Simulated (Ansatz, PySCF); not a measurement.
As₂, SMILES [As]#[As] (connectivity only; charge and spin as stated), charge +1, multiplicity 2. Atoms are numbered in the order given.

```xyz
2

As     0.0000     0.0000    -1.0928
As     0.0000     0.0000     1.0928
```
Charge +1, spin multiplicity 2.

The structure is a stationary point at PBE0-D3(BJ)/def2-TZVP. The spin state was assumed, not searched.

Two levels are set side by side: PBE-D3(BJ)/def2-TZVP (Ansatz, a quantum-chemistry and plane-wave program) and PBE0-D3(BJ)/def2-TZVP (Ansatz). Each level has its own optimised geometry; the coordinates shown are those of the second. Frequencies come from the Hessian of PySCF at each geometry. Differences are taken from unrounded values.

```tsv
quantity	PBE0-D3(BJ)	PBE-D3(BJ)	PBE-D3(BJ) minus PBE0-D3(BJ)
bond As1–As2 (Å)	2.186	2.222	0.036
highest harmonic wavenumber (cm⁻¹)	406	375	-31
mean harmonic wavenumber (cm⁻¹)	406	375	-31
zero-point energy (kcal/mol)	0.58	0.54	-0.04
```
